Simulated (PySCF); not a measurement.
**Ti+ (titanium, charge +1) across methods**

[Ar] 3d2 4s1, high-spin 4F determinant. All numbers are calculated (PySCF 2.14, scalar relativity by spin-free X2C-1e, in x2c-TZVPPall).

| method | E (hartree) | mean ε 3p β (eV) | mean ε 3d α (eV) | mean ε 4s α (eV) | Σ⟨r²⟩ (bohr²) | ⟨S²⟩ |
| --- | --- | --- | --- | --- | --- | --- |
| r2SCAN | -853.424 | -45.753 | -12.989 | -11.064 | 28.69 | 3.751 |
| BHandHLYP | -853.460 | -49.837 | -16.037 | -12.022 | 28.68 | 3.751 |
| PBEsol | -852.251 | -44.932 | -12.473 | -10.940 | 28.77 | 3.750 |
| PBE0 | -853.265 | -47.511 | -14.329 | -11.522 | 28.74 | 3.751 |
| TPSSh | -853.476 | -46.178 | -13.426 | -11.050 | 28.76 | 3.751 |
| M06 | -853.394 | -47.754 | -13.670 | -11.382 | 28.84 | 3.750 |
| PBE | -853.229 | -44.973 | -12.552 | -10.898 | 28.82 | 3.750 |
| UHF | -852.53489 | -53.881 | -19.218 | -13.034 | 29.14 | 3.753 |
| LDA | -851.348 | -45.072 | -12.527 | -11.117 | 28.69 | 3.750 |
